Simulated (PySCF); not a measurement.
## Si3H9NO

The system: Si3H9NO, a small molecule; neutral, singlet. The structure, one conformer, was relaxed in the gas phase by PBE0-D3(BJ)/def2-SVP. No frequency run checks that it is a minimum.

SMILES: [SiH3]ON([SiH3])[SiH3]

Coordinates in Å:
```
Si1    -1.096    1.536    0.479
N2     -0.360    0.014   -0.017
Si3    -1.174   -1.456   -0.547
O4      0.726   -0.319    0.872
Si5     2.191   -0.074    0.048
H6     -2.195    1.793   -0.496
H7     -0.067    2.613    0.419
H8     -1.649    1.477    1.867
H9     -1.744   -2.235    0.594
H10    -2.269   -1.008   -1.456
H11    -0.196   -2.314   -1.273
H12     2.265   -0.957   -1.151
H13     3.241   -0.438    1.040
H14     2.321    1.353   -0.363
```

Shieldings: GIAO PBE0/pcSseg-1. Shifts are against computed references at the same level: H TMS (σ 31.27 ppm), Si TMS (σ 352.0 ppm). Core levels by delta-SCF with SCAN, pcX-2 on the ionised atom and pcseg-1 elsewhere, spin-free X2C (2p3/2 is the spin-free 2p value less a third of a first-order spin-orbit splitting); from the vacuum level, for chosen atoms.

Problem. Give the shieldings and core levels atom by atom.

Solution. 
```tsv
atoms	bonded to	σ (ppm)	δ (ppm)	core level (eV)
Si1 Si3	1 N + 3 H	401.0	-49.0	2p3/2 107.18
N2	1 O + 2 Si	143.5	-	1s 405.27
O4	1 N + 1 Si	264.8	-	1s 538.40
Si5	1 O + 3 H	380.2	-28.2	2p3/2 107.47
H6 H7 H8	1 Si	26.53	4.74	-
H9 H10 H11	1 Si	26.53	4.74	-
H12 H13 H14	1 Si	26.47	4.80	-
```

Values are those of this one static structure, with the three H of a rotating XH3 group averaged; atoms that internal rotation interchanges would show their mean in an NMR spectrum.

Problem. Which of Si1, Si5 holds its core electrons tightest, and by how much against the loosest?

Solution. Si5 (bonded to 1 O + 3 H), by 0.28 eV over Si1 (bonded to 1 N + 3 H).

Problem. By CAM-B3LYP/def2-SVPD (TDDFT singlets, Tamm-Dancoff triplets, ionisation by delta-SCF), where does absorption start, and what does vertical ionisation take?

Solution. The lowest singlet lies at 5.86 eV (f 0.001), the strongest of the first 6 at 7.03 eV (f 0.029), the lowest triplet at 5.29 eV; vertical ionisation takes 9.17 eV.

The 3 runs behind this took 110 s in all, one thread each of Arm Neoverse V2 on a shared host, launched as `OMP_NUM_THREADS=1 python cluster_run.py task.json out`.
